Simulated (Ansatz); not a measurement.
A geometry relaxed with B3LYP-D3(BJ)/def2-TZVP (Ansatz, an electronic-structure program), charge 0, multiplicity 1:

```xyz
10

C     -1.3192    -0.3632     0.5075
C     -0.8638     0.6262    -0.2580
H     -2.3729    -0.4001     0.7398
C      1.3928    -0.0706    -0.2256
H      2.3368     0.2697    -0.6436
H      1.1712    -1.0794    -0.5863
H      1.4568    -0.0869     0.8664
H     -1.5182     1.3934    -0.6535
H     -0.6904    -1.1406     0.9150
O      0.4068     0.8516    -0.6618
```

Q: Write the SMILES of this molecule.

A: `C=COC`
